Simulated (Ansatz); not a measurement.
Ansatz (a first-principles code) input (CCSD(T)/def2-QZVPPD):
A basis named .json is the Basis Set Exchange file of that set.

Ansatz 0.2 input:
```yaml
crystal:
  periodic: [false, false, false]
  atoms:
    - {symbol: Sr, position_ang: [-0.00000000, -0.00000000, -0.80322820]}
    - {symbol: Cl, position_ang: [0.00000000, 0.00000000, 1.79545126]}
basis:
  gaussian:
    orbitals: def2-QZVPPD.json
total_charge: 1
magnetization: {spin_polarized: false}
correlation: {method: ccsd_t, electrons: outside_noble_gas}
```

End of the output:

```
integrals: 0.30 GiB planned
865 factors; integrals over basis functions are off by at most 1.2e-3 eV
mean field: 0.35 GiB planned
mean field evaluation 1: about -13323.1112 eV, gradient 4.0e1 eV
mean field evaluation 2: about -13323.1193 eV, gradient 4.0e1 eV
mean field evaluation 4: about -13327.5087 eV, gradient 1.5e0 eV
mean field evaluation 8: about -13327.5248 eV, gradient 2.7e-4 eV
mean field evaluation 16: about -13327.5087 eV, gradient 1.5e0 eV
mean field -13327.52480219 eV, -489.7775027596 hartree, gradient 2.9e-6 eV, S^2 0.000000; 0 other end points of the search recorded, 0 dependent functions left out
9 core orbitals not correlated
reference -13327.52480219 eV, -489.7775027596 hartree; 4, 4 occupied and 129, 129 virtual orbitals, 865 factors
second order -6.12083769 eV of doubles, -0.00000000 eV of singles
coupled cluster: 0.54 GiB planned
cycle   1  -6.39363896 eV  change   -2.7e-1 eV  update   4.1e-2
cycle   2  -6.49677453 eV  change   -1.0e-1 eV  update   1.2e-2
cycle   3  -6.52148817 eV  change   -2.5e-2 eV  update   6.0e-3
cycle   4  -6.52093120 eV  change    5.6e-4 eV  update   1.5e-3
cycle   5  -6.52016856 eV  change    7.6e-4 eV  update   7.4e-4
cycle   6  -6.52013018 eV  change    3.8e-5 eV  update   2.7e-4
cycle   7  -6.52010642 eV  change    2.4e-5 eV  update   7.8e-5
cycle   8  -6.52009973 eV  change    6.7e-6 eV  update   2.8e-5
cycle   9  -6.52010573 eV  change   -6.0e-6 eV  update   9.2e-6
perturbative correction -0.29574699 eV, -0.0108685015 hartree
Total energy: -13334.34065491 eV, -490.0279807273 hartree
```

This state (charge 1, singlet) is run at the relaxed geometry of the species with charge 0 and multiplicity 2.
